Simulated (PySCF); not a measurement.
**Ionisation energy of Te¹⁸⁺ by level of theory**

Te¹⁸⁺ [Ar] 3d10 4s2 4p4 (3P) → Te¹⁹⁺ [Ar] 3d10 4s2 4p3 (4S), as a difference of total energies. Computed with PySCF 2.14 in an even-tempered Gaussian basis (20 s from 0.77 bohr⁻², ratio 2.5; 14 p from 1 bohr⁻², ratio 2.5; 9 d from 1.8 bohr⁻², ratio 2.5; 5 f from 7.7 bohr⁻², ratio 2.7; 4 g from 12 bohr⁻², ratio 2.7), with the spin-free X2C one-electron Hamiltonian (Gaussian nucleus). Correlated levels: outer shells: [Ne] frozen; virtual orbitals above 40 to 60 times the deepest correlated orbital energy dropped. The calculations carry no spin-orbit coupling.

```tsv
method	ionisation energy (eV)
UHF	523.11
LDA	525.77
PBE	525.18
PBE0	525.10
r2SCAN	525.13
MP2 (outer shells)	524.39
SCS-MP2 (outer shells)	524.37
```

Problem. How much does correlation contribute at MP2 (outer shells)?

Solution. 524.39 − (523.11) = 1.28 eV, measured against UHF.

Spin-orbit coupling is strong in these open shells (close to jj coupling). The scalar numbers leave it out and a first-order estimate fails, so it can dominate the gap to the real levels.

Breit and QED terms and the two-electron picture change are absent.

For comparison: 522 ± 3 eV (theoretical estimate listed by NIST; NIST Atomic Spectra Database, ionization energies).
